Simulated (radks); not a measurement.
Problem. Isoelectronic series with 8 electrons, each ion in its NIST ground configuration. Calculated with a radial shooting solver on a logarithmic mesh with Libxc functionals: Dirac Kohn-Sham, LDA (Slater exchange, Perdew-Wang correlation), spin-unpolarised, spherical densities, point nucleus; open shells are shared between the two j in proportion to 2j + 1. Total energies (hartree) and orbital eigenvalues (hartree):

| ion | configuration | E (hartree) | 2p3/2 | 2p1/2 |
|---|---|---|---|---|
| O | [He] 2s2 2p4 | -74.52634 | -0.33753 | -0.33889 |
| F+ | [He] 2s2 2p4 | -98.47016 | -1.04489 | -1.04764 |
| Mg4+ | [He] 2s2 2p4 | -191.49159 | -4.73131 | -4.74452 |
| Al5+ | [He] 2s2 2p4 | -229.56412 | -6.46822 | -6.48809 |
| Si6+ | [He] 2s2 2p4 | -271.17609 | -8.45709 | -8.48585 |
| P7+ | [He] 2s2 2p4 | -316.33325 | -10.69743 | -10.73777 |
| S8+ | [He] 2s2 2p4 | -365.04216 | -13.18894 | -13.24403 |
| Cl9+ | [He] 2s2 2p4 | -417.31008 | -15.93144 | -16.00499 |
| Ar10+ | [He] 2s2 2p4 | -473.14492 | -18.92483 | -19.02115 |
| K11+ | [He] 2s2 2p4 | -532.55526 | -22.16909 | -22.29309 |
| Ca12+ | [He] 2s2 2p4 | -595.55026 | -25.66421 | -25.82149 |
| Sc13+ | [He] 2s2 2p4 | -662.13973 | -29.41022 | -29.60709 |
| Ti14+ | [He] 2s2 2p4 | -732.33408 | -33.40721 | -33.65073 |
| V15+ | [He] 2s2 2p4 | -806.14432 | -37.65524 | -37.95331 |
| Cr16+ | [He] 2s2 2p4 | -883.58211 | -42.15444 | -42.51579 |
| Mn17+ | [He] 2s2 2p4 | -964.65974 | -46.90491 | -47.33921 |
| Fe18+ | [He] 2s2 2p4 | -1049.39011 | -51.90681 | -52.42465 |

Estimate the row of Ne2+ ([He] 2s2 2p4).

Solution. E (hartree) -125.94701; 2p3/2 -2.01738; 2p1/2 -2.02238.
